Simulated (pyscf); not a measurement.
Single points on ωB97X-D3(BJ)/def2-SVP structures (PySCF, gas phase). MP2 and CC: frozen core, UHF for open shells. ΔMP2 is the change of the MP2 total energy from the triple- to the quadruple-zeta basis. Singlets are restricted, triplets unrestricted.

Singlet (Å):
```xyz
7

N      0.5723     1.7789    -0.8930
N      0.0958     0.7235    -0.0758
Si    -0.7366    -0.6743    -0.6284
H     -0.2068     2.1758    -1.4174
H      1.2295     1.4042    -1.5767
H      0.3124     0.9067     0.9009
H     -0.8831    -1.2527     0.7818
```

Triplet (Å):
```xyz
7

N      0.6497    -0.7008    -0.3423
N      0.9164     0.3266     0.5872
Si     0.4839     0.3335     2.2716
H     -0.3502    -0.8992    -0.3350
H      1.1280    -1.5605    -0.0675
H      1.5877     0.9910     0.2132
H     -0.8521     0.9502     2.6049
```

**Question.** For these two minima of H₂N–NH–SiH:, which spin state lies lower at CCSD(T)/def2-TZVPP + ΔMP2(QZVPP), and by how much (electronic energies)?

**Answer.** The singlet, by 42.8 kcal/mol. Zero-point energy shifts E(triplet) − E(singlet) by -0.7 kcal/mol. H₂N–NH–SiH: [singlet] lies 64.2 kcal/mol over its isomer H₂N–Si:–NH₂ [singlet], and others may lie lower still (electronic energy, ωB97M-D3(BJ)). 

E(triplet) − E(singlet) by level (kcal/mol):

```
level                               gap
--------------------------------  -----
ωB97X-D3(BJ)/def2-TZVP            +42.7
PBE/def2-TZVP                     +36.5
r²SCAN/def2-TZVP                  +32.7
B3LYP-D3(BJ)/def2-TZVP            +40.3
PBE0-D3(BJ)/def2-TZVP             +36.2
M06-2X/def2-TZVP                  +40.1
ωB97M-D3(BJ)/def2-TZVP            +46.1
HF/def2-TZVP                      +25.6
MP2/def2-QZVPP                    +41.2
CCSD/def2-TZVPP                   +41.4
CCSD(T)/def2-TZVPP                +42.1
CCSD(T)/def2-TZVPP + ΔMP2(QZVPP)  +42.8
```

The triplet is the lowest one reached from the SCF start used. The CCSD(T) − MP2 part came from Ansatz, without density fitting, on the same reference.
